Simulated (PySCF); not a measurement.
## Working out the ionisation energy of B²⁺

B²⁺ [He] 2s1 (2S) → B³⁺ 1s2 (1S). Calculation: PySCF 2.14, in aug-cc-pCVTZ-DK (7s6p4d2f, 59 functions); the spin-free X2C one-electron Hamiltonian (Gaussian nucleus). Frozen: nothing. Energies in hartree (1 hartree = 27.21139 eV):

```tsv
part	B²⁺ (lower)	B³⁺ (upper)
UHF	-23.381983	-21.991865
CCSD correlation	-0.044190	-0.041186
(T)	-0.000017	0.000000
```

Problem. What does Hartree-Fock give?

Solution. (-21.991865) − (-23.381983) = 1.390118 hartree = 37.827 eV.

Problem. What do CCSD and CCSD(T) give?

Solution. The CCSD correlation energies differ by 0.003004 hartree = 0.082 eV and the triples by 0.000017 hartree = 0.000 eV, so CCSD gives 37.909 eV and CCSD(T) 37.909 eV.

Measured between the centres of the two terms (NIST): 37.931 eV, so CCSD(T) (valence and next inner shell) is off by -0.022 eV.

What remains against the reference includes basis incompleteness and higher excitations.
